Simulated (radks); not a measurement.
Values are calculated unless marked as measured or tabulated.
Task: Radial electron density D(r) = 4 pi r^2 rho(r) of an atom or ion with 44 electrons. Level of theory: scalar-relativistic Kohn-Sham, PBEsol, spin-unpolarised, spherical densities, finite nucleus; Fermi nuclear charge, rms radius of each element as measured or else 0.836 A^(1/3) + 0.57 fm (a radial shooting solver on a logarithmic mesh with Libxc functionals).

r (bohr)  D(r) (e/bohr)
0.001231          1.799
0.001421          2.316
0.001628          2.932
0.001881          3.753
0.002172          4.786
0.002508          6.077
0.002897          7.678
0.003319          9.527
0.003833          11.90
0.004426          14.75
0.005112          18.12
0.005904          22.04
0.006764          26.25
0.007812          31.19
0.009021          36.50
0.01042           42.00
0.01194           47.10
0.01379           52.06
0.01592           56.14
0.01839           58.95
0.02123           60.16
0.02433           59.74
0.0281            57.89
0.03245           55.21
0.03747           52.73
0.04328           51.68
0.04958           52.95
0.05726           57.08
0.06613           63.47
0.07637           70.34
0.0882            75.19
0.101             75.85
0.1167            71.61
0.1348            63.69
0.1557            55.54
0.1798            51.01
0.2059            51.80
0.2378            56.50
0.2747            60.69
0.3172            59.56
0.3664            51.32
0.4197            39.26
0.4847            26.82
0.5598            18.98
0.6465            16.70
0.7467            17.61
0.8554            18.32
0.9879            16.98
1.141             13.59
1.318             9.461
1.51              6.043
1.743             3.488
2.013             1.972
2.325             1.154
2.685            0.7024
3.077            0.4295
3.553            0.2291
4.104            0.1023
4.739           0.03618
5.473          0.009617
6.27           0.002024
7.242         0.0002684

What is the nuclear charge?

Result: Z = 47. The innermost maximum, from 1s, lies near gamma/Z bohr with gamma = sqrt(1 - (Z/c)^2) = 0.939, here 0.02 bohr (found: 0.0219), and its height grows with Z. The density is that of the silver ion Ag3+ in [Kr] 4d7 5p1; the configuration itself is not fixed sharply by these data, and Z only to a few units. D(r) has 4 maxima, at r = 0.0219, 0.0963, 0.288, 0.849 bohr, and minima at 0.0433, 0.189, 0.652 bohr, inside which lie 2.01, 11.17, 29.09 electrons.
